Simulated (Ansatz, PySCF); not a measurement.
System: sum formula Si2NH6F (charge 0, singlet). 
Coordinates optimised at B3LYP-D3(BJ)/def2-TZVP (Ansatz, a quantum-chemistry and plane-wave program):
```
N
H 1 1.0120
Si 1 1.7096 2 115.34
F 3 1.6082 1 112.54 2 85.88
Si 1 1.7377 2 115.67 3 173.93
H 3 1.4727 4 106.36 1 -119.23
H 3 1.4751 6 113.72 4 116.25
H 5 1.4782 1 106.76 2 179.94
H 5 1.4822 8 109.99 1 120.33
H 5 1.4823 8 109.60 9 118.29
```
Charge 0, spin multiplicity 1.

Total electronic energies in hartree. Correlated levels leave the core frozen unless marked. Spin-orbit coupling is left out. Non-relativistic. Basis-set limits of correlation are two-point, X^-3; Hartree-Fock from the larger set. [CCSD(T)-MP2]/basis is that difference in the basis named.

```tsv
level	program	energy (Eh)
HF/cc-pVTZ	Ansatz	-735.45811
HF-D3(BJ)/def2-TZVPD	PySCF + dftd3	-735.52611
RI-HF/aug-cc-pV(T+d)Z	Ansatz	-735.47254
revPBE/def2-TZVPD	Ansatz	-737.20551
B97M-V/def2-TZVPD	Ansatz	…
B3LYP-D3(BJ)/def2-TZVPD	Ansatz + dftd3	-737.45451
B2GP-PLYP-D3(BJ)/def2-TZVPD	Ansatz + dftd3	-736.94841
B2PLYP/def2-TZVPD	Ansatz	-737.05030
RPA@PBE/cc-pV(T+d)Z	Ansatz	-736.61595
MP2/aug-cc-pV(T+d)Z	Ansatz	-736.20320
SCS-MP2/cc-pV(D+d)Z	Ansatz	-735.93432
CCSD(T)/cc-pV(D+d)Z	Ansatz	-735.99302
CCSD(T)/aug-cc-pV(T+d)Z	Ansatz	-736.26865
CCSD(T) with core electrons (1s frozen past Ne)/cc-pwCVTZ	Ansatz	-736.88612
RI-MP2/CBS(aug-cc-pV(T+d)Z,aug-cc-pV(Q+d)Z)+[CCSD(T)-MP2]/aug-cc-pV(T+d)Z	Ansatz	-736.3720
```

Question: What belongs in the gaps?

Answer: 
- B97M-V/def2-TZVPD, energy (Eh): -737.19501
